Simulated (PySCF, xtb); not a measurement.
GeF4, SMILES [F][Ge]([F])([F])[F].

GFN2-xTB run with xtb 6.7.1 at its own geometry gives an orbital gap of 8.83 eV and a dipole moment of 0.00 D.

Geometry optimised at PBE0-D3(BJ)/def2-SVP. The isomer is the one that the SMILES or the coordinates give; other isomers of the formula were not compared.

Task: What does PySCF with M06-2X/def2-TZVP give? (An estimate is asked for; the answer gives what the named calculation found.)

Result: gap 14.38 eV (levels -14.94 and -0.56 eV), dipole 0.00 D.
